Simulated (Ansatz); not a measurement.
Calculated with Ansatz (gas phase, PBE0-D4/def2-TZVP geometries, no zero-point term in ΔE). CBS: MP2 limit from def2 TZ/QZ plus the TZ coupled-cluster correction, frozen cores. This one scheme is used for every species. DFT in def2-TZVPP. B3LYP here is the variant with VWN-RPA as its local correlation; programs differ in this. HSE06 is defined as in plane-wave codes. Each species was taken in one conformer, which may not be the lowest.

`COCC(F)(F)F` + `C=O` → `O=CCC(F)(F)F` + CH₃OH  (formal exchange of groups at a C–O bond)

| level | ΔE (kJ/mol) | difference from CCSD(T)/CBS |
| --- | --- | --- |
| revPBE-D4 | -62.7 | 1.4 |
| BLYP-D4 | -56.9 | 7.2 |
| r2SCAN-D4 | -65.2 | -1.1 |
| HSE06-D4 | -65.9 | -1.8 |
| BHLYP-D4 | -59.2 | 4.9 |
| ωB97X-V | -60.1 | 4.0 |
| B2PLYP | -61.8 | 2.3 |
| B3LYP | -61.0 | 3.1 |
| r2SCAN0 | -66.8 | -2.7 |
| HSE06 | -67.0 | -2.9 |
| CAM-B3LYP | -60.5 | 3.6 |
| MP2/def2-SVP | -58.2 | 5.9 |
| HF/def2-TZVPP | -56.9 | 7.2 |
| HF/def2-QZVPP | -57.1 | 7.0 |
| MP2/CBS(def2) | -69.3 | -5.2 |
| CCSD/CBS(def2) | -64.2 | -0.1 |
| CCSD(T)/CBS | -64.1 | 0 |

Largest T1 diagnostic among the species: 0.015.

In def2-TZVPP, CCSD(T) changes the Hartree–Fock value by −4.0 kJ/mol (the triples alone add +0.1 kJ/mol) and MP2 by −9.2 kJ/mol. Leaving LDA and LC-ωPBE aside and taking each functional with its dispersion term where it has one, the values, not all of them listed here, spread over 10.2 kJ/mol, from PBE-QIDH to BLYP-D4.

CCSD(T)/CBS has its own doubt, a few kJ/mol and more with outer-core shells, so smaller differences from it don't rank the levels.
